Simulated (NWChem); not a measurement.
Molecule: C3H2N2O; SMILES O=C1C=NC=N1

```xyz
8

O      0.0814    -1.9742     0.0000
C      0.0009    -0.7837     0.0000
C      1.1428     0.2374     0.0000
N      0.6657     1.4163     0.0000
C     -0.7685     1.1971     0.0000
N     -1.1946    -0.0047     0.0000
H      2.2098    -0.0033     0.0000
H     -1.4222     2.0749     0.0000
```
Atoms are numbered in this order, from 1.

Results from NWChem. Pople sets run with spherical d functions. Structure relaxed at the PBE0/def2-SVP level. Isolated, static molecule.

GIAO at B3LYP/6-31G*: principal shieldings of C2 are -54.8, 46.3, 51.3 ppm; an isolated tetramethylsilane molecule has σ = 189.5 ppm at the same levels.

Question: Find the isotropic 13C shift, its principal values, the span and the skew.

Answer: 
1. σ(iso) = one third of the sum = 14.3 ppm.
2. δ = σ(reference) − σ = 175.2 ppm against tetramethylsilane.
3. δ11, δ22, δ33 = 244.3, 143.2, 138.2 ppm.
4. Span Ω = δ11 − δ33 = 106.1 ppm; skew κ = 3(δ22 − δ(iso))/Ω = -0.91.
